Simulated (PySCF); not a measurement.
Harmonic spectrum computed at B3LYP in the def2-SVPD basis family (core potentials from Rb on, PySCF, no spin–orbit coupling):

```tsv
symmetry	ω (cm⁻¹)	IR (km/mol)
a1	64	5.8
a1	441	121
b2	530	301
```

Q: Which molecule gave it? In each, all ligands are bound to the one heavy central atom.
A. TiS₂⁻ (doublet)
B. GeS₂⁻ (doublet)
C. ScS₂⁻ (singlet)
D. CoS₂⁻ (quintet)

A: A. It has C2v symmetry with Ti–S 2.166 Å (×2).
